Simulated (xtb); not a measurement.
C3H7NO, charge -1, doublet, geometry from GFN2-xTB (a state made from the parent by changing its charge; the spin is typed, not shown lowest); GFN2-xTB (xtb).

Input for xtb:
```
$ xtb mol.xyz --gfn 2 --chrg -1 --uhf 1 --acc 0.0001 --json

# file mol.xyz
12

C      1.67947948    -0.16325943     0.40714764
N      0.25118246    -0.03556484     0.48090643
C     -0.42054349    -1.29990753     0.39435751
C     -0.27867694     0.95458909    -0.52046636
O     -1.51494248     0.84941816    -0.89568702
H      2.12546077     0.83306927     0.42237108
H      2.05322832    -0.72675810     1.27502337
H      2.03871969    -0.68379075    -0.50809204
H     -1.45606351    -1.07622821     0.13080096
H      0.00126539    -1.97015548    -0.38190854
H     -0.37922531    -1.82928010     1.35792211
H      0.09632288     1.95821932    -0.18319870
```

The log (banner, timings and long lists left out):

```
   ID    Z sym.   atoms
    1    6 C      1, 3, 4
    2    7 N      2
    3    8 O      5
    4    1 H      6-12

           -------------------------------------------------
          |                Calculation Setup                |
           -------------------------------------------------

           -------------------------------------------------
          |                 G F N 2 - x T B                 |
           -------------------------------------------------

          ...................................................
          :                      SETUP                      :
          :.................................................:
          :  # basis functions                  27          :
          :  # atomic orbitals                  27          :
          :  # shells                           17          :
          :  # electrons                        31          :
          :  max. iterations                   250          :
          :  Hamiltonian                  GFN2-xTB          :
          :  restarted?                      false          :
          :  GBSA solvation                  false          :
          :  PC potential                    false          :
          :  electronic temp.          300.0000000     K    :
          :  accuracy                    0.0001000          :
          :  -> integral cutoff          0.6500000E+02      :
          :  -> integral neglect         0.1000000E-11      :
          :  -> SCF convergence          0.1000000E-09 Eh   :
          :  -> wf. convergence          0.1000000E-07 e    :
          :  Broyden damping             0.4000000          :
          :  net charge                         -1          :
          :  unpaired electrons                  1          :
          ...................................................

 iter      E             dE          RMSdq      gap      omega  full diag
   1    -17.1410160 -0.171410E+02  0.399E+00    7.67       0.0  T
   2    -17.2342349 -0.932189E-01  0.199E+00    6.32       1.0  T
   3    -17.2350611 -0.826164E-03  0.109E+00    6.35       1.0  T
   4    -17.2352804 -0.219312E-03  0.142E-01    6.26       1.0  T
   5    -17.2352947 -0.143278E-04  0.748E-02    6.27       1.0  T
   6    -17.2352978 -0.308797E-05  0.165E-02    6.28       1.8  T
   7    -17.2352988 -0.966074E-06  0.783E-03    6.28       3.7  T
   8    -17.2352991 -0.311955E-06  0.322E-03    6.28       9.0  T
   9    -17.2352991 -0.679705E-08  0.109E-03    6.28      26.6  T
  10    -17.2352991 -0.169207E-08  0.241E-04    6.28     120.0  T
  11    -17.2352991 -0.120934E-09  0.108E-04    6.28     267.7  T
  12    -17.2352991 -0.851372E-10  0.122E-05    6.28    2375.1  T
  13    -17.2352991 -0.373035E-12  0.191E-06    6.28   15120.5  T
  14    -17.2352991 -0.355271E-14  0.874E-07    6.28   33026.2  T
  15    -17.2352991 -0.355271E-14  0.105E-07    6.28  100000.0  T
  16    -17.2352991  0.355271E-14  0.293E-08    6.28  100000.0  T
  17    -17.2352991 -0.248690E-13  0.545E-09    6.28  100000.0  T

   *** convergence criteria satisfied after 17 iterations ***

         :::::::::::::::::::::::::::::::::::::::::::::::::::::
         ::                     SUMMARY                     ::
         :::::::::::::::::::::::::::::::::::::::::::::::::::::
         :: total energy             -17.077644182091 Eh    ::
         :: gradient norm              0.000065117711 Eh/a0 ::
         :: HOMO-LUMO gap              6.281513602723 eV    ::
         ::.................................................::
         :: SCC energy               -17.235293200250 Eh    ::
         :: -> isotropic ES            0.185516607049 Eh    ::
         :: -> anisotropic ES          0.006126808493 Eh    ::
         :: -> anisotropic XC          0.007325508000 Eh    ::
         :: -> dispersion             -0.007377679924 Eh    ::
         :: repulsion energy           0.157649018158 Eh    ::
         :: add. restraining           0.000000000000 Eh    ::
[...]
        16        1.0000            0.0079848               0.2173 (HOMO)
        17                          0.2388262               6.4988 (LUMO)
        18                          0.2852182               7.7612
        19                          0.2916984               7.9375
        20                          0.3002080               8.1691
        21                          0.3309444               9.0055
        22                          0.3465168               9.4292
        23                          0.3633679               9.8877
        24                          0.4113265              11.1928
        25                          0.4158955              11.3171
        26                          0.4479989              12.1907
        27                          0.6421953              17.4750
      -------------------------------------------------------------
                  HL-Gap            0.2308414 Eh            6.2815 eV
             Fermi-level            0.0332393 Eh            0.9045 eV

     #   Z          covCN         q      C6AA      α(0)
     1   6 C        3.706     0.012    20.514     6.474
     2   7 N        2.719    -0.242    26.300     7.617
     3   6 C        3.707     0.012    20.522     6.475
     4   6 C        2.697     0.065    26.521     8.429
     5   8 O        0.855    -0.669    27.876     7.079
     6   1 H        0.924     0.008     2.923     2.673
     7   1 H        0.923    -0.018     3.386     2.878
     8   1 H        0.921    -0.026     3.562     2.952
     9   1 H        0.924     0.057     2.231     2.336
    10   1 H        0.922    -0.032     3.683     3.001
    11   1 H        0.923    -0.030     3.631     2.980
    12   1 H        0.919    -0.137     7.079     4.161

 Mol. C6AA /au·bohr⁶  :       1439.151587
 Mol. C8AA /au·bohr⁸  :      29054.381463
 Mol. α(0) /au        :         57.054804

Wiberg/Mayer (AO) data.
largest (>0.10) Wiberg bond orders for each atom

 ---------------------------------------------------------------------------
     #   Z sym  total        # sym  WBO       # sym  WBO       # sym  WBO
 ---------------------------------------------------------------------------
     1   6 C    3.998 --     2 N    1.038     6 H    0.983     7 H    0.979
                             8 H    0.965
     2   7 N    3.130 --     1 C    1.038     3 C    1.037     4 C    0.905
     3   6 C    3.992 --     2 N    1.037    11 H    0.978     9 H    0.971
                            10 H    0.969
     4   6 C    3.378 --     5 O    1.508    12 H    0.924     2 N    0.905
     5   8 O    1.669 --     4 C    1.508
     6   1 H    1.000 --     1 C    0.983
     7   1 H    1.000 --     1 C    0.979
     8   1 H    0.999 --     1 C    0.965
     9   1 H    0.997 --     3 C    0.971
    10   1 H    0.999 --     3 C    0.969
    11   1 H    0.999 --     3 C    0.978
    12   1 H    0.981 --     4 C    0.924
 ---------------------------------------------------------------------------

Topologies differ in total number of bonds
Writing topology from bond orders to xtbtopo.mol

molecular dipole:
                 x           y           z       tot (Debye)
 q only:        1.495      -1.304       0.864
   full:        1.797      -1.441       0.970       6.354
molecular quadrupole (traceless):
                xx          xy          yy          xz          yz          zz
 q only:       -2.338       5.194      -0.001      -4.960       3.080       2.339
  q+dip:       -3.420       5.001       1.630      -5.747       3.742       1.790
   full:       -3.047       5.154       1.595      -5.642       3.517       1.453

           -------------------------------------------------
          | TOTAL ENERGY              -17.077644182091 Eh   |
          | GRADIENT NORM               0.000065117711 Eh/α |
          | HOMO-LUMO GAP               6.281513602723 eV   |
           -------------------------------------------------

normal termination of xtb
```
